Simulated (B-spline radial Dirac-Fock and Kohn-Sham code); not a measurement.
# Ni⁺ 3d5/2: cross section and angular parameters

System: Ni⁺, configuration 1s2 2s2 2p6 3s2 3p6 3d9; threshold 17.54 eV (orbital energy of the model). Level of theory: Dirac-Hartree-Slater photoionisation with a Latter tail; cross sections with all multipoles, angular parameters from the dipole term and its interference with E2; a radial B-spline solver.

```tsv
hν (eV)	σ (kb)	β	γ	δ
60	5670	0.395	0.005	0.013
111	3450	0.776	0.018	0.017
160	1930	0.971	0.037	0.021
200	1250	1.066	0.055	0.024
260	696	1.151	0.084	0.028
396	232	1.217	0.159	0.036
397	231	1.218	0.160	0.036
400	226	1.218	0.162	0.036
441	172	1.220	0.185	0.038
451	161	1.220	0.191	0.039
512	111	1.216	0.225	0.042
523	104	1.214	0.231	0.043
1260	?	?	?	?
1430	3.73	0.950	0.564	0.099
1486.9	3.24	0.935	0.577	0.103
1750	1.80	0.872	0.627	0.119
2000	1.10	0.821	0.669	0.135
2160	0.824	0.792	0.693	0.145
2260	0.695	0.775	0.707	0.151
2270	0.684	0.773	0.708	0.151
3860	0.0861	0.588	0.869	0.243
7360	0.00585	0.399	1.005	0.413
8680	0.00288	0.358	1.022	0.469
9220	0.00221	0.345	1.027	0.490
9251.7	0.00218	0.344	1.027	0.492
11100	0.000984	0.306	1.036	0.562
12000	0.000699	0.291	1.040	0.594
13900	0.000365	0.265	1.044	0.658
15000	0.000260	0.252	1.046	0.694
```

**Question.** Give the values at 1260 eV.

**Answer.** σ = 5.85 kb, β = 0.997, γ = 0.522, δ = 0.088.

Values without a named source are computed, but for edge energies of neutral atoms, which are taken from tables.
